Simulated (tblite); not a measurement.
Start geometry of `C=C[P@@]1(=O)CCC(C)=C1F` from a force field or distance geometry (Å):
```
atom  x, y, z in Å
C1     3.263   -0.805    0.362
C2     1.942   -0.542    0.507
P3     1.145    0.812   -0.250
O4     1.904    1.965   -0.876
C5     0.150   -0.022   -1.551
C6    -1.149   -0.517   -0.904
C7    -1.371    0.318    0.331
C8    -2.690    0.289    1.018
C9    -0.293    1.010    0.740
F10   -0.331    1.784    1.847
H11    3.876   -0.162   -0.255
H12    3.723   -1.649    0.859
H13    1.360   -1.206    1.162
H14    0.712   -0.830   -2.045
H15   -0.092    0.738   -2.320
H16   -1.980   -0.429   -1.594
H17   -1.045   -1.566   -0.612
H18   -3.480    0.637    0.338
H19   -2.943   -0.734    1.326
H20   -2.706    0.918    1.914
```

What comes out of this run: GFN2-xTB geometry optimisation, gas phase in tblite?

```
atom  x, y, z in Å
C1     3.3787   -0.5982    0.5682
C2     2.0759   -0.7398    0.3954
P3     1.1509    0.6137   -0.3787
O4     1.9663    1.7569   -0.7921
C5     0.0283   -0.1239   -1.6448
C6    -1.2670   -0.5054   -0.9225
C7    -1.3980    0.3196    0.3319
C8    -2.7095    0.3862    1.0375
C9    -0.2734    0.9131    0.7211
F10   -0.1552    1.6633    1.8291
H11    3.8617    0.3091    0.2397
H12    3.9976   -1.3529    1.0262
H13    1.5279   -1.6168    0.7074
H14    0.4821   -0.9643   -2.1697
H15   -0.1472    0.6723   -2.3729
H16   -2.1369   -0.3560   -1.5666
H17   -1.2516   -1.5634   -0.6444
H18   -3.4657    0.8216    0.3850
H19   -3.0412   -0.6153    1.3103
H20   -2.6288    0.9909    1.9368
```

The energy falls by 10.0 kcal/mol over 96 L-BFGS steps, the largest force on an atom goes from 4.41 to 0.009 eV/Å, and the atoms move by 0.291 Å rms after alignment. The bond that changes most is C2–P3 (alkene CH carbon to phosphoryl phosphorus), which lengthens by 0.069 Å. Bonds longer at the end by more than 0.005 Å: 4 of 20; shorter: 10. Among the angles that change most is O4–P3–C5, from 108.9° to 117.2°. Among the dihedrals that turn most is H13–C2–P3–C9, from 19° to 49°. Rotational constants go from 1774, 879.9, 799.8 to 1819, 875.1, 769.3 MHz. The orientation of the end geometry is arbitrary; only internal coordinates are fixed.

Its GFN2-xTB frequencies are all real (lowest 61 cm⁻¹). The numbers are those of one conformer.

All values are computed, not measured.
